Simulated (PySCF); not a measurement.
Calculation: PySCF with TPSSh-D3(BJ)/def2-TZVP // r2SCAN-D4/def2-SVP. Isolated molecules, 0 K electronic values unless said otherwise. 

Reference species: [Cd(Cl)2] (neutral, multiplicity 1).

```yaml
mean_distance_from_the_central_atom_to_its_bonded_neighbours: 2.276 Å
charge on the central atom (Mulliken): 0.81 e
coordination_number: 2
```

After one change: the mean distance from the central atom to its bonded neighbours falls by 0.180 Å; the charge on the central atom (Mulliken) goes up by 0.13 e; the coordination number is nearly the same.

### Question
Which change was made? The new species is one of these.
(A) [Cd(Cl)(NH2)]
(B) [Cd(Cl)(N(CH3)2)]
(C) [Cd(Cl)(OCH3)]
(D) [Cd(Cl)(F)]

### Answer
D, [Cd(Cl)(F)]
